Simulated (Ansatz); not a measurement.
Harmonic frequencies (cm⁻¹) at PBE0-D4/def2-TZVP from Ansatz: 70, 157, 200, 215, 324, 452, 549, 731, 799, 820, 910, 1016, 1020, 1041, 1289, 1444, 1669, 2269, 3134, 3162, 3219.

Each molecule was computed in one conformer, which needn't be the lowest.

Question: Which molecule is it?
A. `CO[SiH3]`
B. `C[Si](F)(Cl)[SeH]`
C. `C=C[SiH](F)Br`
D. `C[SiH](O)F`

Answer: C.
